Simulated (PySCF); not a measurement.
Compound: C5H2F4NO (doublet state).
SMILES with atom numbers: `[N:1]#[C:2][C:3]([C@@H:4]1[O:5][C@H:6]1[F:7])[C:8]([F:9])([F:10])[F:11]` (hydrogens: H12 on C4; H13 on C6)

Structure used (GFN2-xTB), in Å, numbered top down from 1:
```xyz
13
C5H2F4NO angstrom
N     -0.5662    2.5657   -1.0882
C     -0.5659    1.5087   -0.6224
C     -0.5482    0.2442   -0.0767
C      0.4256   -0.1717    0.9173
O      1.0428    0.8073    1.7257
C      1.8620    0.2400    0.8107
F      2.7798   -0.6237    1.2675
C     -1.5022   -0.7943   -0.5876
F     -2.0403   -1.5108    0.4108
F     -2.5020   -0.2841   -1.2985
F     -0.8695   -1.6860   -1.3794
H      0.2374   -1.1246    1.4071
H      2.2423    0.8299   -0.0183
```

The hyperfine couplings belong to this conformer and change with its torsions.

Level of theory: UKS B3LYP, pcH-1 on C F H N O, non-relativistic, mean-field spin-orbit, GIAO (PySCF). Isolated species at its GFN2-xTB geometry (one conformer only). Couplings are sensitive to structure, and on GFN2-xTB geometries they can be far from those on DFT ones. The SCF solution wasn't tested for stability.

Question: Give the isotropic g value and a_iso(13C) at C3.

Answer: g_iso = 2.00322 and a = +67.04 MHz, or +2.391 mT (Mulliken spin population +0.74). 13C makes up about 1.07 % of the natural element, so this concerns labelled samples or satellites.

Question: For one electron spin and this one nucleus (I = 1/2, g_N = 1.4048), compare first-order, second-order and exact resonance fields at 3.35 GHz.

Answer: First order: B = B0 − a·mI with B0 = 119.482 mT. Second order subtracts a²[I(I+1) − mI²]/(2B0). The exact fields come from the Breit–Rabi levels of H = g μB B Sz − g_N μN B Iz + a S·I.

```json
{"mI": "−1/2", "first order (mT)": "120.678", "second order (mT)": "120.666", "exact (mT)": "120.666", "exact − first order": "-0.012"}
{"mI": "+1/2", "first order (mT)": "118.287", "second order (mT)": "118.275", "exact (mT)": "118.275", "exact − first order": "-0.012"}
```

Question: Give the zero-field levels of this pair of spins.

Answer: F = I ± 1/2 = 1 and 0, at a·I/2 = +16.8 MHz and −a(I+1)/2 = -50.3 MHz, that is |a|(I + 1/2) = 67.0 MHz apart; F = 0 lies lower.

Other couplings of abundant isotopes, left aside here: 3 × 19F 39 MHz, 1 × 19F 38 MHz, 1 × 1H 13 MHz, 1 × 14N 8 MHz.

Means are taken over nuclei equivalent by connectivity, which assumes that they swap fast. The three 19F nuclei of mean +39.5 MHz run from 1.3 to 85.5 MHz in the frozen geometry.

On one thread of an Arm Neoverse N1, on a shared host, this took 2.9 min wall (grids of density and orbitals included) and 1.1 GiB of memory at its peak.
